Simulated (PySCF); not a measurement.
**C6H9N2PSi: full NMR table**

```
Formula                               : C6H9N2PSi
SMILES                                : P[SiH2]/N=C/c1ccncc1
Point group of the computed structure : C1
Carbon signals                        : 4
Proton signals                        : 5
```

Bonds (- single, = double, # triple, : aromatic): P1-Si2, Si2-N3, N3=C4, C4-C5, C5:C6, C6:C7, C7:N8, N8:C9, C9:C10, C10:C5. P1 carries H11, H12; Si2 carries H13, H14; C4 carries H15; C6 carries H16; C7 carries H17; C9 carries H18; C10 carries H19. Stereochemistry as in P[SiH2]/N=C/c1ccncc1.

Theory: GIAO PBE0/pcSseg-1 shieldings, structure optimised with GFN2-xTB, in PySCF 2.14.0 with density-fitted response routines (one computed conformer, fast rotation and ring inversion assumed for equivalent nuclei, in vacuum, non-relativistic Hamiltonian).

References, each an isolated molecule treated in the same way: ¹H and ¹³C and ²⁹Si vs TMS; H3PO4 for ³¹P; ¹⁵N against NH3.

| carbon | δC, type | δH (multiplicity) | HMBC from (2–3 bonds) | span of the C tensor (ppm) |
| --- | --- | --- | --- | --- |
| C4 | 174.1, CH | 9.07 (m) | H16/H19, H13/H14 | 183 |
| C5 | 148.4, C | – | H17/H18, H15, H16/H19 | 234 |
| C6/C10 | 127.9, CH | 7.86 (d) | H17/H18, H15, H16/H19 | 223 |
| C7/C9 | 156.8, CH | 9.20 (d) | H17/H18, H16/H19 | 227 |

Other nuclei:
| atoms | nucleus | environment | δ (ppm) | σ (ppm) |
| --- | --- | --- | --- | --- |
| H13/H14 | ¹H | hydrogen on a silicon bonded to N, P | 5.58 | 26.13 |
| H11/H12 | ¹H | hydrogen on a phosphorus bonded to Si | 1.34 | 30.38 |
| P1 | ³¹P | phosphorus bonded to Si, 2 H | -267.2 | 585.6 |
| Si2 | ²⁹Si | silicon bonded to N, P, 2 H | -43.2 | 392.4 |
| N3 | ¹⁵N | imine nitrogen | 389.5 | -121.8 |
| N8 | ¹⁵N | pyridine-type ring nitrogen | 375.9 | -108.2 |

δC 156.8: aromatic CH next to a ring nitrogen; the adjacent pyridine-type nitrogen withdraws density from it. δC 148.4: substituted aromatic carbon. δC 127.9: aromatic CH; the aromatic region. δH 9.20: hydrogen on an aromatic CH next to a ring nitrogen; ring current plus the neighbouring ring nitrogen. δH 9.07: hydrogen on a C=N carbon.

Splittings by ³¹P in the carbon and heteronuclear signals aren't shown, as no couplings were computed. Shifts are as computed. Against solution values, carbons near 30 ppm lie about +3 ppm off and those near 130 ppm about +5 ppm. Of 1309 compounds with measured shifts, 239 miss one by over three times the rms of a fit or turn the order of signals round; such compounds aren't used in these exercises. Experimental scales use liquid or dissolved standards, which lie at an offset from isolated NH3 (liquid NH3: subtract about 20 ppm) and H3PO4. Unscaled 15N shifts of sp2 nitrogen come out 20 to 40 ppm too high even then. Multiplicities follow the n + 1 count of equivalent neighbours, as no J values were calculated; m marks all less simple cases, F and P coupling included.
